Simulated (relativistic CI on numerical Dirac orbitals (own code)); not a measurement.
## Er45+: what numerical and physical settings do to a radial Dirac CI calculation

Reference input:

```
atom Er  Z=68  charge=45  electrons=23
nucleus A=166  rms_radius_fm=5.2516
hamiltonian dirac-coulomb  breit=on  qed=on  c_scale=1
orbitals kli  potential=per-configuration
slater_scale 1
correlation none
mixing on
grid step=0.0125 r_max=2.8
scf mixing=0.4 start=green max_iterations=150 tolerance=2e-08 node_fill=0.05
configurations
  [Ar] 3d5
  [Ne] 3s2 3p5 3d6
end
```

Computed lowest total energy -11436.40173 Ha, first excitation 284627.9 cm⁻¹, 20 SCF steps. Runs with settings changed; * marks those that are bad on purpose (the QED terms keep the true α when c is scaled):

```csv
Changed,Outcome,Lowest level,ΔE (Ha),First excitation (cm⁻¹),SCF steps,Message
"node fill of the KLI weights 0.5, SCF tolerance 0.0001",converged,3p⁶3d⁵ ⁴P5/2,-0.025,285506.7,14,
speed of light × 2,converged,3p⁶3d⁵ ⁶S5/2,439,159886.4,20,
nuclear radius 4.7264 fm,converged,3p⁶3d⁵ ⁴P5/2,-0.218,284626.8,20,
charge 44 *,refused,,,,0,"configuration [Ar] 3d5 has 23 electrons, the ion has 24"
iteration limit 6 *,not converged,,,,6,SCF of 1s2 2s2 2p6 3s2 3p6 3d5 did not converge
```
